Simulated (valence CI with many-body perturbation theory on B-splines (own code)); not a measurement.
Results of a calculation; reference values are marked as such.
# Nd⁴⁶⁺ in three bases

Level of theory: valence CI with perturbative core correlation (CI+MBPT): four valence electrons over a frozen Dirac-Fock core [Ne], radial functions for each j: 9 s, 9 p, 8 d, 6 f, 3 g, 1 h, with the one-electron correlation potential Σ1, the two-electron term Σ2, the three-electron term Σ3, Breit, model QED; selected CI, second order for the rest, scaled by the run's own slope (own B-spline code, finite nucleus).

No measured spectrum was set against this ion. As an estimate, large intervals hold to a few tenths of a per cent, small ones and those within an open d or f shell to about a per cent.

The reference run has the lowest level (3s^2 3p1/2^2) J=0 and an ionisation energy of 3892.75 eV. Its largest variational space holds 20000 state functions.

Levels are named by their leading jj configuration (3d3/2^4 stands for four electrons in 3d with j = 3/2), which in mixed levels can hold well under half, so a name can repeat and another be missing. Letters in brackets count levels of one name in rising energy.

Changed runs:
A. basis 6 s, 6 p, 5 d, 3 f, 1 g
B. basis 5 s, 5 p, 4 d, 2 f

Excitation energies of the reference run in cm⁻¹, and shifts in cm⁻¹:

```
                     Level  Reference       A      B
    (3s^2 3p1/2 3p3/2) J=1    1004630     -97   -282
    (3s^2 3p1/2 3p3/2) J=2    1063710     +14   +100
    (3s 3p1/2^2 3p3/2) J=2    1976660    -122   -334
        (3s^2 3p3/2^2) J=2    2111260     -56   -112
    (3s 3p1/2^2 3p3/2) J=1    2157480     +14    +74
        (3s^2 3p3/2^2) J=0    2238980     +56   +228
    (3s^2 3p1/2 3d3/2) J=2    2364790    +185   +421
    (3s^2 3p1/2 3d3/2) J=1    2618030    +413  +1344
    (3s^2 3p1/2 3d5/2) J=2    2693500     +98   +193
    (3s^2 3p1/2 3d5/2) J=3    2710960    +282   +770
(3s 3p1/2 3p3/2^2) J=2 [a]    2983300     -52    -49
    (3s 3p1/2 3p3/2^2) J=3    3068130     -19    +37
    Ionisation energy (eV)    3892.75  -0.032  -0.10
```
